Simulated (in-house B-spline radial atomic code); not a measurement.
# Ionising Br2+ with different functionals

Computed with an all-electron radial atomic-structure program (B-spline basis): scalar-relativistic (spin-free X2C) Hamiltonian, Fermi nucleus of rms radius 4.1629 fm, spin-polarised at highest spin, spherical fractional occupations for the functionals, and exact exchange of hybrids averaged over the configuration. The ionisation energy is the difference of two self-consistent energies, [Ar] 3d10 4s2 4p3 → [Ar] 3d10 4s2 4p2, without Breit or QED terms; ε is the level of the shell that loses the electron (its least bound occupied spin orbital). There is no spin-orbit coupling in this Hamiltonian.

| method | rung | ΔSCF (eV) | -ε(4p) (eV) |
| --- | --- | --- | --- |
| PBE0 | global hybrid | 35.25 | 31.09 |
| B3LYP | global hybrid | 35.10 | 30.59 |
| TPSSh | global hybrid | 35.33 | 30.28 |
| BHandHLYP | global hybrid | 35.06 | 32.39 |
| r2SCAN0 | global hybrid | 35.63 | 31.50 |
| B97-1 | global hybrid | 35.09 | 30.68 |
| HSE06 | range-separated hybrid | 35.20 | 30.64 |
| wB97X | range-separated hybrid | ? | ? |
| CAM-B3LYP | range-separated hybrid | ? | ? |
| LC-wPBE | range-separated hybrid | 35.25 | 34.05 |

(1) What does wB97X give?

(2) What does CAM-B3LYP give?

(3) Among the functionals, which spreads more, the ΔSCF values or the orbital energies?

(4) How do they compare with the NIST value?

## Answers

(1) ΔSCF 34.94 eV, and -ε(4p) = 33.44 eV.

(2) ΔSCF 35.09 eV, and -ε(4p) = 32.37 eV.

(3) The orbital energies: ΔSCF values span about 0.68 eV and the orbital energies 3.77 eV; here energy differences depend much less on the functional than eigenvalues do.

(4) NIST lists 34.87 eV ± 0.019 (measured, ground level to ground level). Errors run from +0.07 to +0.75 eV; wB97X is closest (+0.07 eV), but part of that can be cancellation, since the calculations leave out spin-orbit coupling, Breit-QED terms, multiplet and fine-structure energies.
